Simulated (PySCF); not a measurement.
FH₇Si₃, SMILES F[SiH2][SiH2][SiH3]. Heavy atoms are numbered as in [SiH3:1][SiH2:2][SiH2:3][F:4]. Hydrogens are named by the atom that carries them.

The structure is a stationary point at B3LYP-D3(BJ)/def2-SVP. Other conformers were not sampled.

These are PBE/def2-TZVP in PySCF values and carry that method's errors.

Atomic charges (e), one atom of each kind:

| atom | IAO | Löwdin |
|---|---|---|
| Si1 (SiH3) | ? | 0.10 |
| Si2 (SiH2) | 0.08 | 0.02 |
| Si3 (SiH2) | 0.78 | 0.07 |
| F4 | -0.52 | -0.01 |
| H on Si1 | ? | -0.02 |
| H on Si2 | -0.07 | -0.01 |
| H on Si3 | ? | -0.04 |

### Question
What belongs in the gaps? (Estimate from the structure and the level; the computed values follow.)

### Answer

- Si1 (SiH3), IAO: 0.28
- H on Si1, IAO: -0.08
- H on Si3, IAO: -0.12

### Question
Give the Mayer and Wiberg (Löwdin basis) orders of the bonds. (An estimate is asked for; the answer gives what the named calculation found.)

### Answer

```tsv
bond	Mayer	Wiberg
Si1–Si2	0.96	1.18
Si2–Si3	0.94	1.13
Si3–F4	1.09	1.70
```
